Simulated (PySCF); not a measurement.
**W⁵⁰⁺: ionisation energy**

W⁵⁰⁺ [Ar] 3d6 [3d3/2^4 3d5/2^2, M_J = 4] → W⁵¹⁺ [Ar] 3d5 [3d3/2^4 3d5/2^1, M_J = 5/2], as a difference of total energies. All numbers are calculated (PySCF 2.14, the two-component X2C-1e Hamiltonian, in an even-tempered Gaussian basis (15 s from 13 bohr⁻², ratio 2.8; 13 p from 17 bohr⁻², ratio 2.8; 8 d from 17 bohr⁻², ratio 2.8; 3 f from 59 bohr⁻², ratio 3)). Correlated levels: [Ne] frozen; the 78 highest virtual spinors dropped. "Screened" scales the spin-orbit matrix elements by Boettger's factors to mimic the two-electron term; Breit and QED terms are absent.

| method | ionisation energy (eV) |
| --- | --- |
| GHF (spin-free) | 4585.9 |
| GMP2 (spin-free) | 4586.9 |
| GHF (screened spin-orbit) | 4577.2 |
| GMP2 (screened spin-orbit) | 4577.0 |

Breit and QED terms and the two-electron picture change are absent.

The spin-free rows relax to the high-spin LS determinant and lack the spin-orbit shift.

The labels give the starting determinants; with spin-orbit coupling the two ends relaxed to ⟨J²⟩ = 20.01, ⟨L²⟩ = 12.80, ⟨S²⟩ = 2.92 and ⟨J²⟩ = 8.75, ⟨L²⟩ = 6.28, ⟨S²⟩ = 2.83.

For comparison: 4578 ± 4 eV (semi-empirical (NIST evaluation); NIST Atomic Spectra Database, ionization energies).
